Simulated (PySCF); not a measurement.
## Identify the compound

The spectra below were simulated for a compound C₈H₁₆.

¹H NMR (400 MHz, computed): δ 1.72 (m, 2H), 1.58 (m, 2H), 1.32 (m, 2H), 0.94 (d, 6H), 0.90 (m, 2H), 0.71 (m, 2H).

¹³C{¹H} NMR (computed): δ 43.4 (CH, 2C), 39.5 (CH2, 2C), 31.3 (CH2, 2C), 22.2 (CH3, 2C).

- structure optimised with PBE0-D3(BJ)/def2-SVP
- KT2/pcSseg-1 with gauge-including orbitals
- program: PySCF 2.14.0 with density-fitted response routines
- averaged over atoms made equivalent by symmetry, fast rotation or ring inversion, gas phase, non-relativistic Hamiltonian, one conformer

Chemical shifts δ = σref − σ; ¹H (σ = 31.18 ppm), ¹³C (σ = 183.22 ppm) against TMS, all at this level.

Q: Deduce the structure.

A: 
- Rings plus π bonds: 1 (1 ring in the answer).
- 4 carbon signals for 8 carbons: some carbons are equivalent by symmetry or fast rotation.
- Carbon types of the structure: 2 × CH, 4 × CH2, 2 × CH3, which accounts for all hydrogens.
- δC 43.4: sp3 CH in a ring; aliphatic region, no heteroatom directly attached.
- δC 39.5, 31.3: sp3 CH2 in a ring; aliphatic region, no heteroatom directly attached.
- δC 22.2: methyl carbon; a saturated carbon with 1 carbon neighbour and no heteroatom attached.
- δH 1.72, 1.58, 1.32, 0.90: hydrogen on an sp3 CH2 in a ring; far from electronegative atoms and π systems.
- δH 0.94: hydrogen on a methyl carbon; far from electronegative atoms and π systems.
- δH 0.71: hydrogen on an sp3 CH in a ring; far from electronegative atoms and π systems.

The compound is trans-1,2-dimethylcyclohexane (C[C@@H]1CCCC[C@H]1C).

This is the structure that produced the data.

Shifts are as computed. Against solution values, carbons near 30 ppm lie about +2 ppm off and those near 130 ppm about -5 ppm. Of 1211 compounds with measured shifts, 218 miss one by over three times the rms of a fit or turn the order of signals round; such compounds aren't used in these exercises. Multiplicities follow the n + 1 count of equivalent neighbours, as no J values were calculated; m marks all less simple cases, F and P coupling included.
